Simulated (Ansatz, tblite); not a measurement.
Removing and adding an electron: SiClMe3 (C3H9ClSi). Charge 0, multiplicity 1. Geometry: PBE-D4/def2-SVP. Ansatz, gas phase; energy differences of separate SCF runs; the oxidised species was run as a doublet alone; the reduced species was run as a doublet alone.

```
atom    x (Å)    y (Å)    z (Å)
 Si1  -0.0585  -0.1979  -0.3550
 Cl2  -0.3585  -1.2152  -2.1776
  C3   1.2088  -1.1753   0.6353
  H4   0.8509  -2.2074   0.8249
  H5   1.3961  -0.6874   1.6152
  H6   2.1723  -1.2398   0.0905
  C7  -1.7168  -0.1273   0.5321
  H8  -2.4686   0.4128  -0.0781
  H9  -1.6149   0.3999   1.5042
 H10  -2.1029  -1.1476   0.7301
 C11   0.5738   1.5261  -0.7674
 H12  -0.1639   2.0819  -1.3808
 H13   1.5241   1.4727  -1.3360
 H14   0.7579   2.1045   0.1626
```

The xTB rows come from tblite.

**Question.** Estimate orbital energies and vertical ionisation energies and electron affinities at: GFN1-xTB; GFN2-xTB; PBE-D4/def2-TZVPD; revPBE-D4/def2-TZVPD; PBE0-D4/def2-TZVP; PBE0-D4/def2-TZVPD.

**Answer.** 
```json
{"level": "GFN1-xTB", "−HOMO (eV)": "11.73", "vertical IE (eV)": "14.26", "−LUMO (eV)": "4.24", "vertical EA (eV)": "1.76", "HOMO–LUMO gap (eV)": "7.49", "IE − EA (eV)": "12.50", "remarks": "–"}
{"level": "GFN2-xTB", "−HOMO (eV)": "10.96", "vertical IE (eV)": "13.59", "−LUMO (eV)": "4.51", "vertical EA (eV)": "1.71", "HOMO–LUMO gap (eV)": "6.45", "IE − EA (eV)": "11.88", "remarks": "–"}
{"level": "PBE-D4/def2-TZVPD", "−HOMO (eV)": "7.04", "vertical IE (eV)": "–", "−LUMO (eV)": "0.58", "vertical EA (eV)": "-0.71", "HOMO–LUMO gap (eV)": "6.45", "IE − EA (eV)": "–", "remarks": "HOMO above zero (-1 doublet)"}
{"level": "revPBE-D4/def2-TZVPD", "−HOMO (eV)": "6.99", "vertical IE (eV)": "–", "−LUMO (eV)": "0.58", "vertical EA (eV)": "-0.69", "HOMO–LUMO gap (eV)": "6.42", "IE − EA (eV)": "–", "remarks": "HOMO above zero (-1 doublet)"}
{"level": "PBE0-D4/def2-TZVP", "−HOMO (eV)": "8.33", "vertical IE (eV)": "10.29", "−LUMO (eV)": "-0.83", "vertical EA (eV)": "–", "HOMO–LUMO gap (eV)": "9.15", "IE − EA (eV)": "–", "remarks": "–"}
{"level": "PBE0-D4/def2-TZVPD", "−HOMO (eV)": "8.36", "vertical IE (eV)": "–", "−LUMO (eV)": "-0.03", "vertical EA (eV)": "-0.89", "HOMO–LUMO gap (eV)": "8.39", "IE − EA (eV)": "–", "remarks": "HOMO above zero (-1 doublet)"}
```

Run but left out: PBE-D4/def2-TZVP, revPBE-D4/def2-TZVP (charge +1 doublet: an occupied level 0.17 to 0.18 eV above an empty one).   A HOMO above zero means that the electron is unbound at that level or that self-interaction error raises the level; the energy of removing that electron tells which. Raw xTB energy differences between charge states are shifted by several eV; the methods need an empirical correction for them. A negative affinity means that the extra electron isn't bound; its size then hangs on the basis.
